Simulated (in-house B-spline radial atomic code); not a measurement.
A radial electron density 4πr²n(r) was computed for an atom or ion in its tabulated ground configuration with an all-electron radial atomic-structure program (B-spline basis); method: Dirac-Hartree-Fock, average of configuration. Columns: r (bohr), 4πr²n(r) (electrons per bohr), bar.

```
 0.00101    2.307 #
 0.00124    3.277 ##
 0.00152    4.615 ##
 0.00186    6.436 ###
 0.00229    8.986 ####
  0.0028    12.28 ######
 0.00344    16.69 ########
 0.00422    22.27 ###########
 0.00518    29.18 ##############
 0.00635    37.28 ##################
 0.00779    46.32 ######################
 0.00955    55.55 ###########################
  0.0117    63.92 ###############################
  0.0144    70.22 ##################################
  0.0176    72.91 ###################################
  0.0216    71.77 ##################################
  0.0265    67.81 ################################
  0.0325    64.02 ###############################
  0.0399    64.36 ###############################
   0.049    71.35 ##################################
  0.0601    82.92 ########################################
  0.0737    92.12 ############################################
  0.0904    91.47 ############################################
   0.111    80.44 ######################################
   0.136    69.09 #################################
   0.167    68.58 #################################
   0.205    76.93 #####################################
   0.251    77.72 #####################################
   0.308    60.67 #############################
   0.378    37.17 ##################
   0.463    26.36 #############
   0.568    29.15 ##############
   0.697    30.87 ###############
   0.855    23.63 ###########
    1.05    12.89 ######
    1.29    5.408 ###
    1.58    2.037 #
    1.94   0.6959 
    2.37   0.1853 
    2.91  0.02792 
    3.57 0.002017 
    4.38 5.763e-05 
    5.38 5.214e-07
```

**Question.** Which atom or ion is it?
A. Cs9+
B. Ce9+
C. Cs8+
D. Cs7+

**Answer.** C. The area under the curve, ∫4πr²n dr = ∫r·4πr²n d(ln r) on this logarithmic grid, is 47 electrons, which only this option has. The configuration is [Kr] 4d10 5s1.
